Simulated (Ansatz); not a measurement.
Geometry optimisation, Ansatz 0.2.0, RKS BHLYP/6-31G*.

Input file:

```yaml
crystal:
  periodic: [false, false, false]
  atoms:
    - { symbol: C, position_ang: [-0.3813, -2.3696, 0.0777] }
    - { symbol: C, position_ang: [0.2679, -0.9944, -0.1133] }
    - { symbol: F, position_ang: [0.5899, -0.8672, -1.4343] }
    - { symbol: S, position_ang: [-0.7556, 0.3777, 0.3435] }
    - { symbol: Si, position_ang: [0.3951, 2.0494, -0.0963] }
    - { symbol: O, position_ang: [-0.4086, 3.3707, 0.5628] }
    - { symbol: H, position_ang: [0.2685, -3.135, -0.2282] }
    - { symbol: H, position_ang: [-1.2746, -2.3831, -0.5843] }
    - { symbol: H, position_ang: [-0.7241, -2.4775, 1.1476] }
    - { symbol: H, position_ang: [1.1881, -0.9643, 0.5128] }
    - { symbol: H, position_ang: [0.5294, 2.2395, -1.517] }
    - { symbol: H, position_ang: [-1.74115, 0.84333, 1.18983] }
    - { symbol: H, position_ang: [-1.3953, 3.2186, 0.7342] }
basis:
  gaussian: { orbitals: "6-31G*" }
hamiltonian:
  xc: { name: BHLYP }
relax:
  f_tol: 0.02
  max_steps: 50
output:
  orbitals: {}
```

Command:

```bash
$ ansatz run input.yaml --threads 2 --pin off --max-ram 3072MiB --backend cpu --events-out ev --progress --plain --runs-dir out
```

Problem. Where does it end, and by what steps?

Solution. The forces met the threshold. After 23 steps the energy has fallen by 3.940 eV; H13 moved furthest, 0.80 Å. Parted: S4–Si5.

```
step  energy less start (eV)  largest force component (eV/Å)  accepted
   0                  0.0000                           4.922       yes
   1                 -2.1204                           2.780       yes
   2                 -3.0220                           1.301       yes
   3                 -3.3858                           1.117       yes
   4                 -3.6291                           2.718       yes
   5                 -3.8389                           1.113       yes
   6                 -3.9125                           0.204       yes
   7                 -3.9205                           0.127       yes
   8                 -3.9265                           0.243       yes
   9                 -3.9301                           0.282       yes
  10                 -3.9353                           0.108       yes
  11                 -3.9374                           0.056       yes
  12                 -3.9383                           0.046       yes
  13                 -3.9387                           0.039       yes
  14                 -3.9391                           0.036       yes
  15                 -3.9393                           0.029       yes
  16                 -3.9395                           0.025       yes
  17                 -3.9396                           0.023       yes
  18                 -3.9397                           0.020       yes
  19                 -3.9398                           0.026       yes
  20                 -3.9399                           0.024       yes
  21                 -3.9399                           0.020       yes
  22                 -3.9400                           0.021       yes
  23                 -3.9400                           0.014       yes
```

```xyz
13
Properties=species:S:1:pos:R:3
C -0.408 -2.450 0.150
C 0.138 -1.089 -0.181
F 0.577 -1.076 -1.475
S -1.119 0.249 -0.121
Si 0.642 2.368 0.053
O -0.434 3.361 0.867
H 0.383 -3.185 0.024
H -1.230 -2.700 -0.512
H -0.755 -2.491 1.179
H 0.964 -0.799 0.458
H 0.217 2.689 -1.379
H -1.342 0.197 1.195
H -1.074 3.833 0.337
```

Whether the end is a true minimum wasn't checked by a vibrational analysis.

Run time: 3.1 min on 2 threads of Arm Neoverse N1, with other jobs on the host, peak memory 0.27 GiB.
